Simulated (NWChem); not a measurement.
# HSeSF; SMILES F[Se]S

```xyz
4

Se    -0.4233     0.4466    -0.0076
F      1.1042     1.3504    -0.0136
S      0.2529    -1.5957    -0.0560
H      0.4098    -1.8067     1.2760
```
Atoms are numbered in this order, from 1.

Computed with NWChem. Coordinates come from a PBE0/def2-SVP optimisation. Ions are spin-unrestricted doublets at the neutral geometry; other ion states weren't tried.

**Question.** Estimate the computed values for CAM-B3LYP/def2-SVP. Quantities: vertical ionisation energy, ΔSCF (eV); −ε(HOMO) (eV).

**Answer.** 
```yaml
vertical ionisation energy, ΔSCF (eV): 9.57
"−ε(HOMO) (eV)": 8.29
```
